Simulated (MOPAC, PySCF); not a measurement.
HAlI₂O, SMILES `[Al]([OH])([I])[I]` (H–O–Al–I torsion 180°), neutral singlet in the gas phase. 

Cartesian coordinates (Å):
SMILES: [OH][Al]([I])[I]
```xyz
5

O     -1.1225    -0.8331     0.0213
Al     0.1149     0.3111    -0.0050
I     -0.5147     2.6854    -0.0268
I      2.4857    -0.3843    -0.0209
H     -0.9634    -1.7791     0.0313
```
Charge 0, multiplicity 1.

All levels are single points at this geometry (B3LYP-D3(BJ)/def2-TZVP); Pople sets use spherical d functions. Orbital energies aren't observables, and empty levels follow the basis.

B3LYP/6-31G* (LANL2DZ on I) in PySCF gives dipole (D) = 1.88.

Task: Estimate the dipole (D) from each of these levels: B3LYP-D3(BJ)/def2-TZVP in PySCF; B3LYP/LANL2DZ in PySCF; M06-2X/6-31G* (LANL2DZ on I) in PySCF; HF/6-31G* (LANL2DZ on I) in PySCF; PM3 in MOPAC.

Result: 
```
level                                  dipole (D)
-------------------------------------  ----------
B3LYP-D3(BJ)/def2-TZVP in PySCF              1.30
B3LYP/LANL2DZ in PySCF                       1.94
M06-2X/6-31G* (LANL2DZ on I) in PySCF        1.93
HF/6-31G* (LANL2DZ on I) in PySCF            2.10
PM3 in MOPAC                                 3.12
```
